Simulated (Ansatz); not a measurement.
Consider the ligand exchange at the Si–N bond: `C=N[SiH](F)F` + `O[SiH2]S` → `F[SiH](F)O[SiH2]S` + `C=N`.

Program: Ansatz. Geometries: PBE0-D4/def2-TZVP. ΔE: electronic, gas phase. CCSD(T)/CBS is the MP2 limit (def2-TZVPP, def2-QZVPP) plus CCSD(T) − MP2 in def2-TZVPP, frozen cores. This one scheme is used for every species. Functionals use def2-TZVPP. B3LYP here is the variant with VWN-RPA as its local correlation; programs differ in this. Each species was taken in one conformer, which may not be the lowest.

```json
{"level": "PBE0-D4", "ΔE (kcal/mol)": "-18.0", "difference from CCSD(T)/CBS": "1.7"}
{"level": "B3LYP-D4", "ΔE (kcal/mol)": "-19.2", "difference from CCSD(T)/CBS": "0.5"}
{"level": "ωB97X-V", "ΔE (kcal/mol)": "-18.8", "difference from CCSD(T)/CBS": "0.9"}
{"level": "ωB97M-V", "ΔE (kcal/mol)": "-18.7", "difference from CCSD(T)/CBS": "1.0"}
{"level": "PBE", "ΔE (kcal/mol)": "-16.4", "difference from CCSD(T)/CBS": "3.3"}
{"level": "PBE0", "ΔE (kcal/mol)": "-17.6", "difference from CCSD(T)/CBS": "2.1"}
{"level": "B3LYP", "ΔE (kcal/mol)": "-18.7", "difference from CCSD(T)/CBS": "1.0"}
{"level": "HF/def2-TZVPP", "ΔE (kcal/mol)": "-21.7", "difference from CCSD(T)/CBS": "-2.0"}
{"level": "MP2/def2-TZVPP", "ΔE (kcal/mol)": "-19.2", "difference from CCSD(T)/CBS": "0.5"}
{"level": "CCSD(T)/def2-TZVPP", "ΔE (kcal/mol)": "-19.9", "difference from CCSD(T)/CBS": "-0.2"}
{"level": "HF/def2-QZVPP", "ΔE (kcal/mol)": "-22.1", "difference from CCSD(T)/CBS": "-2.4"}
{"level": "MP2/def2-QZVPP", "ΔE (kcal/mol)": "-19.2", "difference from CCSD(T)/CBS": "0.5"}
{"level": "SCS-MP2/def2-QZVPP", "ΔE (kcal/mol)": "-19.9", "difference from CCSD(T)/CBS": "-0.2"}
{"level": "HF/CBS(def2)", "ΔE (kcal/mol)": "-22.2", "difference from CCSD(T)/CBS": "-2.5"}
{"level": "MP2/CBS(def2)", "ΔE (kcal/mol)": "-19.0", "difference from CCSD(T)/CBS": "0.7"}
{"level": "CCSD/CBS(def2)", "ΔE (kcal/mol)": "-20.2", "difference from CCSD(T)/CBS": "-0.5"}
{"level": "CCSD(T)/CBS", "ΔE (kcal/mol)": "-19.7", "difference from CCSD(T)/CBS": "0"}
```

Largest T1 diagnostic among the species: 0.013.

In def2-TZVPP, CCSD(T) changes the Hartree–Fock value by +1.7 kcal/mol (the triples alone add +0.5 kcal/mol) and MP2 by +2.4 kcal/mol. From PBE to PBE0 (25 % exact exchange), in def2-TZVPP and without D4, ΔE moves by −1.2 kcal/mol.
